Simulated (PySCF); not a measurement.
# CaN: frontier orbitals

BLYP at R = 2.250 Å; basis Ca x2c-TZVPPall, N x2c-TZVPPall; spin-free X2C with a Gaussian nucleus; PySCF 2.14. State: ⁴Σ⁻ (quartet), unpaired electrons σ ↑, π ↑↑. Only the outer orbitals are listed, counted within each symmetry.

```tsv
spin	orbital	occ.	ε (eV)	on Ca (%)	main shells (%)
α	2π	1	-27.11	100	100 Ca p
α	2π	1	-27.11	100	100 Ca p
α	6σ	1	-26.92	99	99 Ca p
α	7σ	1	-16.93	2	97 N s
α	3π	1	-6.10	7	93 N p
α	3π	1	-6.10	7	93 N p
α	8σ	1	-5.29	15	84 N p, 8 Ca s
α	9σ	1	-3.45	95	79 Ca s, 9 Ca p
α	4π	0	-1.54	100	72 Ca p, 28 Ca d
α	4π	0	-1.54	100	72 Ca p, 28 Ca d
α	1δ	0	-1.32	100	100 Ca d
β	2π	1	-27.03	100	100 Ca p
β	2π	1	-27.03	100	100 Ca p
β	6σ	1	-26.74	99	99 Ca p
β	7σ	1	-14.29	4	96 N s
β	8σ	1	-4.31	21	77 N p, 13 Ca s
β	3π	0	-3.44	23	77 N p, 17 Ca d
β	3π	0	-3.44	23	77 N p, 17 Ca d
β	9σ	0	-2.79	94	79 Ca s, 8 Ca d
```

Which are the highest filled and the lowest empty level, where do they sit, and how wide is the gap?

Highest filled α 9σ at -3.45 eV (in %: 79 Ca s, 9 Ca p); lowest empty β 3π at -3.44 eV (in %: 77 N p, 17 Ca d); the gap at BLYP is 0.01 eV.

| Quantity | Value |
| --- | --- |
| bond order (Mayer) | 0.84 |
| ⟨S²⟩ | 3.756 |
| charge on Ca (Mulliken, basis-dependent) | 0.51 |
| charge on Ca (Löwdin, basis-dependent) | 0.33 |
| dipole moment (positive dipole means Ca(−)N(+)) | -3.47 D |

The state is the lowest determinant that a PBE0 search found; another state may lie lower at other levels.
